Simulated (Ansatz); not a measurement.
Stepwise reaction of `OB(O[SiH3])O[SiH3]` with hydrogen sulfide, as a gas-phase model of exchange steps in deposition or etching. ΔE in kJ/mol.

Program: Ansatz. Geometries: PBE0-D4/def2-TZVP. ΔE: electronic, gas phase. CCSD(T)/CBS is the MP2 limit (def2-TZVPP, def2-QZVPP) plus CCSD(T) − MP2 in def2-TZVPP, frozen cores. This one scheme is used for every species. DFT in def2-TZVPP. B3LYP here is the variant with VWN-RPA as its local correlation; programs differ in this. Each species was taken in one conformer, which may not be the lowest.

| step | reaction | PBE-D4 | B3LYP-D4 | ωB97M-V | CCSD(T)/CBS |
| --- | --- | --- | --- | --- | --- |
| 1 | `OB(O[SiH3])O[SiH3]` + H₂S → `OB(S)O[SiH3]` + `O[SiH3]` | 64.0 | 79.6 | 79.6 | 77.8 |

Problem. Give the row of step 2, `OB(S)O[SiH3]` + H₂S → `OB(S)S` + `O[SiH3]`. (Estimate.)

Solution. Computed: 
```tsv
step	reaction	PBE-D4	B3LYP-D4	ωB97M-V	CCSD(T)/CBS
2	`OB(S)O[SiH3]` + H₂S → `OB(S)S` + `O[SiH3]`	50.1	64.2	61.4	59.8
```

Problem. By hand: ΔE of the 2 steps together at CCSD(T)/CBS.

Solution. (77.8) + (59.8) = 137.6 kJ/mol, or 68.8 kJ/mol a step.

In ΔE each step is lower than the one before. All are uphill at CCSD(T)/CBS. PBE-D4 differs from CCSD(T)/CBS by -13.8 to -9.7 kJ/mol a step. Only this route is followed, and other bonds may react first. Isolated molecules leave out the surface, adducts and barriers. Largest T1 diagnostic: 0.013.
